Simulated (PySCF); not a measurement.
Process, species as SMILES: N#P (N-P) + H+ → P#[NH+]
B3LYP-D3(BJ)/def2-TZVP geometries, fixed; electronic energies without zero-point terms; positive where energy is released.

How fast the proton affinity converges with the basis for several methods (PySCF): deviation from each method's own reference, in kcal/mol. References: HF 205.29 kcal/mol, the value in aug-pcseg-3; PBE 195.47 kcal/mol, the value in aug-pcseg-3; PBE0 198.71 kcal/mol, the value in aug-pcseg-3. All functions are spherical. Density fitting with generated auxiliary sets. In sets without p functions on hydrogen, species with hydrogen take exact integrals. The proton sits at the site shown, which need not be the one that binds it best. No added dispersion term, no relativity. 

```
basis              functions          HF    PBE   PBE0
-----------------  ---------  ----------  -----  -----
pcseg-0                   24  (withheld)  -4.62  -4.70
3-21G                     24  (withheld)  -1.01  -1.52
6-31G                     24  (withheld)  -2.86  -3.39
6-311++G(2d,2p)           72  (withheld)  -1.83  -2.03
def2-TZVPP                87  (withheld)   0.48   0.22
6-311++G(3df,3pd)        104  (withheld)  -0.42  -0.59
aug-pcseg-2              119  (withheld)  -0.32  -0.35
aug-cc-pV(Q+d)Z          215  (withheld)  -0.03  -0.14
```

Question: Complete the blanks.

Answer: 
- pcseg-0, HF: -2.90
- 3-21G, HF: -0.79
- 6-31G, HF: -3.09
- 6-311++G(2d,2p), HF: -2.48
- def2-TZVPP, HF: -0.14
- 6-311++G(3df,3pd), HF: -0.87
- aug-pcseg-2, HF: -0.41
- aug-cc-pV(Q+d)Z, HF: -0.41

Mean absolute deviation over 6-311++G(2d,2p), def2-TZVPP, 6-311++G(3df,3pd), aug-pcseg-2: PBE 0.76, PBE0 0.80, HF 0.98 kcal/mol.
